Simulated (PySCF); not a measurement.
C₅H₈Si.
SMILES: `C=CC#CC[SiH3]`

Theory: PBE0-D3(BJ)/def2-SVP geometry optimisation, gas phase (PySCF 2.14.0).

Take the most abundant isotopes and a rigid rotor. 

What are A, B and C (MHz)?

Ia = 56.28, Ib = 504.46, Ic = 531.54 u·Å²; 505379 MHz·u·Å²/I gives A = 8980, B = 1002, C = 950.8 MHz.

What kind of rotor is it?

A near-prolate asymmetric top. Ray's parameter κ = (2B − A − C)/(A − C) = -0.987; −1 is the prolate and +1 the oblate limit.

Is it planar, by Δ = Ic − Ia − Ib?

Not planar: Δ = Ic − Ia − Ib = -29.20 u·Å². For a rigid frame Δ = −2 Σ m c², so Σ m c² = 14.60 u·Å² lies off the ab plane: 8.88 from hydrogen and 5.72 from heavier atoms. The atom farthest from that plane is 1.50 Å away.

Predict some low-J microwave lines.

The dipole components are |μa| = 0.35 D, |μb| = 0.35 D, |μc| = 0.15 D. The squared components, which scale the intensities, stand as 1.00 : 1.00 : 0.17 (a : b : c). Some lines, for components of 0.1 D or more:

```tsv
type	branch	J(Ka,Kc)	MHz	lower level (cm⁻¹)
a	R	2(0,2) ← 1(0,1)	3905	0.065
a	R	4(1,4) ← 3(1,3)	7708	0.653
c	Q	3(1,3) ← 3(0,3)	7851	0.391
b	Q	2(1,1) ← 2(0,2)	8080	0.195
c	R	1(1,0) ← 0(0,0)	9981	0.000
c	R	2(1,1) ← 1(0,1)	11985	0.065
b	R	3(1,3) ← 2(0,2)	13708	0.195
c	R	4(1,3) ← 3(0,3)	16070	0.391
b	Q	4(2,2) ← 4(1,3)	23759	0.927
c	Q	2(2,1) ← 2(1,1)	23934	0.465
c	R	4(2,3) ← 3(1,3)	31974	0.653
b	R	4(2,2) ← 3(1,3)	31977	0.653
c	Q	3(3,1) ← 3(2,1)	40016	1.459
b	Q	3(3,0) ← 3(2,1)	40016	1.459
b	R	3(3,1) ← 2(2,0)	45874	1.263
c	R	4(3,2) ← 3(2,2)	47828	1.459
b	R	4(4,1) ← 3(3,0)	63834	2.793
c	R	4(4,0) ← 3(3,0)	63834	2.793
```

Estimate the classical rotational partition function at 25 K, 100 K and 298.15 K.

Point group C1, symmetry number σ = 1; q = (√π/σ)·√((kT/h)³/(ABC)), k/h = 20836.6 MHz/K: 7210 at 25 K, 57600 at 100 K, 297000 at 298.15 K.

No PBE0-D3(BJ)/def2-SVP frequencies stand behind this structure, so it isn't proved a minimum. Constants of a rigid frame at the computed geometry: no zero-point averaging, no centrifugal distortion. A rigid rotor knows nothing of internal rotation, which can split or shift real lines.
